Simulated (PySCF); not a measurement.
# Spinor energies of Sb⁴⁶⁺ (antimony, charge +46)

Start: [He] 2s2 2p1; 2p1/2 filled at m_j = +1/2. Calculated with PySCF 2.14 in an even-tempered Gaussian basis (17 s from 25 bohr⁻², ratio 2.4; 12 p from 33 bohr⁻², ratio 2.4; 5 d from 110 bohr⁻², ratio 2.6; 4 f from 160 bohr⁻², ratio 2.6): generalised Hartree-Fock with the X2C-1e Hamiltonian and a Gaussian nucleus; one run each with spin-orbit coupling (SO) switched off, then screened by Boettger's factors.

| spinor shell | electrons | ε, spin-free (eV) | ε, screened SO (eV) | weight of nominal j (screened SO) | rms radius, screened SO (bohr) |
| --- | --- | --- | --- | --- | --- |
| 1s1/2 | 2 | -34876.3 | -34866.7 | 1.000 | 0.0323 |
| 2s1/2 | 2 | -8257.8 | -8254.8 | 1.000 | 0.126 |
| 2p1/2 | 1 | -7951.5 | -8147.8 | 1.000 | 0.107 |

```json
{"quantity": "E (hartree)", "spin-free": "-3585.32860", "screened SO": "-3592.53986"}
{"quantity": "M_J", "spin-free": "1/2", "screened SO": "1/2"}
{"quantity": "⟨J²⟩", "spin-free": "1.112", "screened SO": "0.750"}
{"quantity": "⟨L²⟩", "spin-free": "2.000", "screened SO": "2.000"}
{"quantity": "⟨S²⟩", "spin-free": "0.750", "screened SO": "0.750"}
```

Each row is a mean over spinors that exchange with the open shell spreads, by up to 13.726 eV (2s1/2).

Breit and QED terms are absent; they matter most for the inner s and p1/2 levels.

Densities and radii are taken from the X2C orbitals without a picture-change correction, which distorts them close to the nucleus.

Without spin-orbit coupling the j labels of p, d and f shells carry no meaning; the spin-free column gives the mean over the occupied spinors of each nl shell, and its ⟨J²⟩ belongs to a mixture of degenerate components.
